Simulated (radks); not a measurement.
Results of a calculation; reference values are marked as such.
Neutral helium inside a hard spherical wall (all orbitals vanish at R), configuration held at [He] and not refilled when levels cross. Level of theory: scalar-relativistic Kohn-Sham, PBE, spin-polarised, spherical densities, finite nucleus; Gaussian nuclear charge, rms radius 1.6755 fm (a radial shooting solver on a logarithmic mesh with Libxc functionals). Eigenvalues in eV for spin up, with the zero of energy where the potential of the charges vanishes at infinity; a dash marks a level that is unbound or too diffuse for the functional's potential to be trusted. A positive occupied level is held by the wall or, in an anion where self-interaction has pushed it up, behind a barrier. The pressure on the wall is -dE/dV.

R (bohr)	E (hartree)	kinetic (hartree)	e(1s)	e(2s, empty)	e(2p, empty)	pressure (GPa)
free	-2.89307	2.856	-15.764	-	-	0
10	-2.89307	2.856	-15.764	-	-	< 0.0001
8	-2.89307	2.856	-15.764	1.775	2.804	< 0.0001
7	-2.89307	2.856	-15.763	2.561	3.571	0.000808
3.5	-2.88010	2.937	-15.005	18.897	15.052	5.18
3	-2.85611	3.050	-14.005	29.039	21.171	20.2
1.5	-1.86309	5.633	9.251	170.64	98.696	2650
